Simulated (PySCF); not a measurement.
SMILES [SiH3]O[SiH2]O[SiH3] (GFN2-xTB optimised geometry):

```
13

Si     1.513     1.637     0.324
O      1.732     0.044     0.127
Si     1.159    -1.462     0.000
O     -0.457    -1.462     0.000
Si    -1.879    -0.685     0.000
H      2.844     2.186     0.077
H      1.056     1.875     1.694
H      0.522     2.110    -0.643
H      1.575    -2.186     1.191
H      1.593    -1.964    -1.294
H     -2.042    -0.018    -1.293
H     -1.893     0.290     1.092
H     -2.844    -1.762     0.198
```

Calculation: CAM-B3LYP/def2-TZVP in PySCF.

Q: What are the frontier orbital energies and the dipole moment?

A: HOMO-2 -10.48 eV, HOMO-1 -10.28 eV, HOMO -9.84 eV, LUMO 0.82 eV, LUMO+1 1.36 eV; dipole moment 0.64 D.

Meta-Löwdin charges at CAM-B3LYP/def2-TZVP: Si1 0.80, O2 -0.85, Si3 1.14, O4 -0.85, Si5 0.80, H6 -0.12, H7 -0.13, H8 -0.13, H9 -0.14, H10 -0.14, H11 -0.13, H12 -0.13, H13 -0.12.
